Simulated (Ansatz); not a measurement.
Geometry optimisation, RKS B3LYP-D4/def2-SVP (Ansatz 0.2.0).

The input (input.yaml):

```yaml
crystal:
  periodic: [false, false, false]
  atoms:
    - { symbol: C, position_ang: [-1.1113, 0.0825, 0.73] }
    - { symbol: C, position_ang: [-0.1139, 0.4643, -0.3394] }
    - { symbol: B, position_ang: [-0.28034, 1.96761, -0.81708] }
    - { symbol: C, position_ang: [0.90435, 1.49055, 0.07266] }
    - { symbol: F, position_ang: [2.12238, 1.33069, -0.54279] }
    - { symbol: H, position_ang: [-1.3665, 1.0458, 1.3291] }
    - { symbol: H, position_ang: [-0.8077, -0.6915, 1.3986] }
    - { symbol: H, position_ang: [-2.0604, -0.1626, 0.2062] }
    - { symbol: H, position_ang: [0.16501, -0.24225, -1.13166] }
    - { symbol: H, position_ang: [-1.03309, 2.89824, -1.10708] }
    - { symbol: H, position_ang: [0.85404, 1.76145, 1.18805] }
basis:
  gaussian: { orbitals: def2-SVP }
hamiltonian:
  xc: b3lyp
  dispersion: d4
relax:
  f_tol: 0.015
  max_steps: 40
```

Launched with:

```bash
$ ansatz run input.yaml --threads 2 --pin off --max-ram 3072MiB --backend cpu --events-out ev --progress --plain --runs-dir out
```

Q: Where does it end, and by what steps?

A: The forces met the threshold. After 13 steps the energy has fallen by 0.533 eV; H10 moved furthest, 0.75 Å.

```
step  energy less start (eV)  largest force component (eV/Å)  accepted
   0                  0.0000                           2.303       yes
   1                 -0.3659                           0.667       yes
   2                 -0.4452                           0.300       yes
   3                 -0.4647                           0.260       yes
   4                 -0.4894                           0.233       yes
   5                 -0.4829                           0.552        no
   6                 -0.5122                           0.069       yes
   7                 -0.5258                           0.123       yes
   8                 -0.5265                           0.172       yes
   9                 -0.5311                           0.077       yes
  10                 -0.5319                           0.046       yes
  11                 -0.5325                           0.032       yes
  12                 -0.5327                           0.022       yes
  13                 -0.5327                           0.012       yes
```

```xyz
11
Properties=species:S:1:pos:R:3
C -1.149 -0.010 0.810
C -0.329 0.700 -0.247
B -0.229 2.108 -0.863
C 0.864 1.589 0.077
F 2.145 1.254 -0.301
H -1.298 0.640 1.687
H -0.653 -0.931 1.156
H -2.145 -0.282 0.426
H -0.155 0.085 -1.157
H -0.611 2.848 -1.720
H 0.834 1.943 1.119
```

The run took 37 s on 2 threads of Arm Neoverse V1, on a shared host, peak memory 0.2 GiB.
